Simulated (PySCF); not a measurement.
Correlation energy of Ar (argon, neutral)

[Ar], closed-shell 1S. Calculation: PySCF 2.14, in def2-TZVP; no relativity, point nucleus. Frozen: [Ne]; 8 electrons correlated.

MP2 pair energies summed by pair of shells (mhartree):

| pair | energy | share (%) |
| --- | --- | --- |
| 3p-3p | -150.17 | 73.9 |
| 3s-3p | -44.66 | 22.0 |
| 3s-3s | -8.40 | 4.1 |

Total MP2 correlation energy: -203.23 mhartree.

Same-spin part -51.60 and opposite-spin part -151.64 mhartree; SCS-MP2 scales them by 1/3 and 6/5 to -199.16 mhartree.

```
  level  correlation energy (mhartree)
   CCSD                        -222.30
    (T)                          -6.76
CCSD(T)                        -229.06
```

Diagnostics: T1 = 0.0020, D1 = 0.0029, largest double amplitude 0.050.

Cost of the coupled-cluster step: 0.17 s of wall time on 1 thread of Neoverse-V1 (shared host), for 8 correlated electrons.
